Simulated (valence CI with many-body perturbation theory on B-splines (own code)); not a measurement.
Results of a calculation; reference values are marked as such.
A CI+MBPT run for Yb47+

Level of theory: valence CI with perturbative core correlation (CI+MBPT): five valence electrons over a frozen Dirac-Fock core [Ar], radial functions for each j: 6 s, 6 p, 5 d, 5 f, 1 g, with the two-electron term Σ2, the three-electron term Σ3, Breit, model QED; selected single and double excitations, second order for the rest, scaled by the run's own slope (own B-spline code, finite nucleus).

Command, and the settings that its task file holds:

```sh
python run_cv.py task.json out
```

```
atom Yb  Z=70  mass_number=174  rms_radius_fm=5.3108
core [Ar]
valence 3d5
avg = 1
basis = S
breit = 1
cap = 10000
capref = 1200
cscale = 1
de = 0.0
dress = 0
eps = 2e-08
extrap = 1
h = 0.27
hh = 1
l2 = 3
lcore = 6
maxit = 60
n2 = 5
natural = 1
nlev = 20
nno = [3, 3, 3, 3, 1]
nroot = 26
nsp = [3, 3, 2, 2, 0]
pt2 = 1
qed = 1
rpa = 1
s1 = 0
s2 = 1
s3 = 1
screen = 1
tol = 2e-05
whole = 1
```

It took 22 s on 1 thread of Arm Neoverse V2, on a shared host.

Log. The first blocks belong to the next ion, which gives the ionisation energy. Fields: 2J, parity (1 odd), roots, reference size, generating configurations, candidates as configurations/state functions, variational space P, stored matrix elements, Davidson steps; e2 is the range of second-order energies in hartree. The first line gives the box (bohr), its intervals, the orbitals and the steps of their self-consistent field. Window is the range of levels sought, series limit the energy at which the first omitted orbital would enter, core excitation an estimate of the first excitation out of the core, left out the lowest levels not solved, and shifts from estimates the range by which levels moved from their first estimate, all in cm⁻¹.

```
rmax 2.4 intervals 56 orbitals 40 references ['3d5', '3d4 4s', '3d4 4p'] scf 4 t 0.7
2J=0 par=0 roots 2 ref 17 generators 4 cand 1145/2051 P 564/1000 nnz 0 it 0
2J=0 par=0 roots 2 ref 17 generators 4 cand 594/1068 P 1039/1896 nnz 0 it 4
   second order: generators 7 cand 1611/3998 e2 -0.00001 -0.00001
reference levels 556, estimated 32, window 977132 1/cm; series limit 21706152, core excitation 2319818
2J=5 par=0 roots 7 ref 81 generators 5 cand 1429/16539 P 251/3596 nnz 3.3e+06 it 4
2J=5 par=0 roots 7 ref 81 generators 5 cand 1366/15516 P 762/9980 nnz 2.2e+07 it 5
   second order: generators 7 cand 2768/62116 e2 -0.00209 -0.00073
2J=7 par=0 roots 5 ref 72 generators 3 cand 1421/16815 P 198/3585 nnz 3.5e+06 it 4
2J=7 par=0 roots 5 ref 72 generators 3 cand 1372/15800 P 658/9995 nnz 2.5e+07 it 5
   second order: generators 5 cand 3198/72712 e2 -0.00162 -0.00093
2J=11 par=0 roots 3 ref 35 generators 3 cand 1200/10553 P 263/3489 nnz 3.2e+06 it 4
2J=11 par=0 roots 3 ref 35 generators 3 cand 1137/9572 P 947/9999 nnz 2.3e+07 it 5
   second order: generators 3 cand 453/3062 e2 -0.00022 -0.00016
2J=3 par=0 roots 5 ref 67 generators 3 cand 1429/12863 P 270/3584 nnz 3.4e+06 it 4
2J=3 par=0 roots 5 ref 67 generators 3 cand 1351/11840 P 928/10000 nnz 2.2e+07 it 5
   second order: generators 6 cand 2606/50191 e2 -0.00054 -0.00035
2J=9 par=0 roots 4 ref 56 generators 3 cand 1350/14468 P 220/3538 nnz 3.4e+06 it 4
2J=9 par=0 roots 4 ref 56 generators 3 cand 1292/13478 P 738/10000 nnz 2.4e+07 it 5
   second order: generators 4 cand 1941/40855 e2 -0.00090 -0.00054
2J=1 par=0 roots 3 ref 39 generators 3 cand 1216/6100 P 509/3551 nnz 3.1e+06 it 4
2J=1 par=0 roots 3 ref 39 generators 3 cand 1050/5087 P 1417/8311 nnz 1.4e+07 it 5
   second order: generators 4 cand 1309/15478 e2 -0.00001 -0.00001
2J=13 par=0 roots 1 ref 18 generators 1 cand 877/6204 P 366/3484 nnz 3.6e+06 it 4
2J=13 par=0 roots 1 ref 18 generators 1 cand 750/5213 P 940/7753 nnz 1.5e+07 it 5
   second order: generators 1 cand 176/944 e2 -0.00001 -0.00001
left out: unestimated 1427107, estimated 1265975, shifts from estimates -425 to 630
operators 1.0
```

The Davidson iterations converged. The settings are bad on purpose, so the numbers may not be properties of the ion.

No measured spectrum was set against this ion. As an estimate, large intervals hold to a few tenths of a per cent, small ones and those within an open d or f shell to about a per cent. Among the levels kept, up to 380 cm⁻¹ of a level comes from second order outside the variational space, and about a tenth of that is noise between levels of different J, which matters for small intervals. Only levels of the ground parity were solved; by the run's estimate the other parity begins above the list, which can be wrong where configurations are misplaced.

```yaml
Valence_energy: -800.2332 hartree
Ionisation_energy: "4048.8 eV (NIST: 4051 ± 4 eV (theoretical))"
Reference_configurations_for_the_orbitals: 3d5, 3d4 4s, 3d4 4p
Radial_orbitals: 40
Box_radius: 2.388 bohr
Largest_variational_space: 10000
Lowest_levels: (3d3/2^4 3d5/2) J=5/2 0, (3d3/2^3 3d5/2^2) J=5/2 [a] 342510, (3d3/2^3 3d5/2^2) J=7/2 [a] 432410, (3d3/2^3 3d5/2^2) J=11/2 443360, (3d3/2^3 3d5/2^2) J=3/2 [a] 444930, (3d3/2^3 3d5/2^2) J=9/2 482750, (3d3/2^3 3d5/2^2) J=5/2 [b] 508380, (3d3/2^3 3d5/2^2) J=1/2 530870, (3d3/2^3 3d5/2^2) J=7/2 [b] 544310, (3d3/2^3 3d5/2^2) J=3/2 [b] 662530, (3d3/2^2 3d5/2^3) J=5/2 [a] 768680, (3d3/2^2 3d5/2^3) J=7/2 [a] 831560, (3d3/2^2 3d5/2^3) J=11/2 836280, (3d3/2^2 3d5/2^3) J=9/2 [a] 851460 cm⁻¹
```

Levels are named by their leading jj configuration (3d3/2^4 stands for four electrons in 3d with j = 3/2), which in mixed levels can hold well under half, so a name can repeat and another be missing. Letters in brackets count levels of one name in rising energy.
